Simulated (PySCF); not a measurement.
## SnN: one state, many levels of theory

State: ²Π (doublet), unpaired electrons π ↑. Set-up: basis Sn aug-cc-pVDZ-PP with ECP28, N aug-cc-pVDZ; scalar-relativistic core potentials; PySCF 2.14. De refers to Sn + N in their high-spin ground configurations, without counterpoise correction. The functionals are run spin-unrestricted. A positive dipole means Sn(−)N(+). Levels whose curve was spin-contaminated or gave no clean fit are not listed.

```
       Level  Re (Å)  ωe (cm⁻¹)  De (eV)  μ (D)
        ROHF   1.924        813    -0.79  -4.44
    ROHF-MP2   1.999        661     2.33    n/a
ROHF-SCS-MP2   1.999        659     2.28    n/a
         PBE   1.995        669     3.18  -3.48
        PW91   1.993        671     3.20  -3.51
```

Question: What does second-order correlation do here, going from ROHF to ROHF-MP2?

Answer: ROHF-MP2 less ROHF: +7.5 pm in Re, -18.7 % in ωe, +3.12 eV in De. Correlation nearly always deepens the well. The bond lengthens, as in strong covalent bonds, where excitations into antibonding orbitals dominate.

Correlated steps freeze 5 core orbitals. Correlated levels converge slowly with the basis: in double zeta they bind strong bonds too weakly, by up to about 1 eV, and carry superposition errors of some tenths. Spin–orbit coupling is left out, which matters for elements this heavy, above all for dissociation energies. UHF is strongly spin-contaminated for SnN, so the ROHF reference used there is far from stable. A negative De means that the minimum lies above the separated atoms at that level. The state is the lowest determinant that a PBE0 search found; another state may lie lower at other levels.
